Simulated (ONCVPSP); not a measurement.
## Plane-wave convergence, ONCV potential for hydrogen

- Element: hydrogen
- Generator: ONCVPSP 4.0.1
- Type: optimised norm-conserving Vanderbilt (ONCV)
- Functional: PBEsol
- Relativity: scalar-relativistic
- Frozen core: none
- Valence charge: 1
- Reference configuration: 1s1
- Partial waves: 1s: rc 1.55 bohr, ncon 5, nbas 10, qcut 5.9 1/bohr, 1 projector; p scattering state at 0.44 Ha: rc 1.45 bohr, ncon 3, nbas 8, qcut 5 1/bohr, 2 projectors, debl 2.1 Ha
- Local potential: polynomial inside 1.45 bohr (lpopt 3, dvloc0 0 Ha)
- Core correction: none

For each optimised wave give the share of its norm inside rc, the residual kinetic energy above qcut (Ha) and the cutoffs (Ha) for errors of 10, 1, 0.1 and 0.01 mHa per electron.

```json
{"wave": "1s", "norm inside rc": "0.544", "residual KE": "2.8e-05", "10 mHa": "6.2", "1 mHa": "11.0", "0.1 mHa": "15.1", "0.01 mHa": "36.4"}
{"wave": "p projector 1", "norm inside rc": "0.136", "residual KE": "1.1e-05", "10 mHa": "2.2", "1 mHa": "4.5", "0.1 mHa": "9.1", "0.01 mHa": "12.8"}
{"wave": "p projector 2", "norm inside rc": "0.144", "residual KE": "2.4e-04", "10 mHa": "5.3", "1 mHa": "9.1", "0.1 mHa": "13.9", "0.01 mHa": "29.3"}
```

The occupied waves need 11 Ha and 15 Ha for 1 and 0.1 mHa.
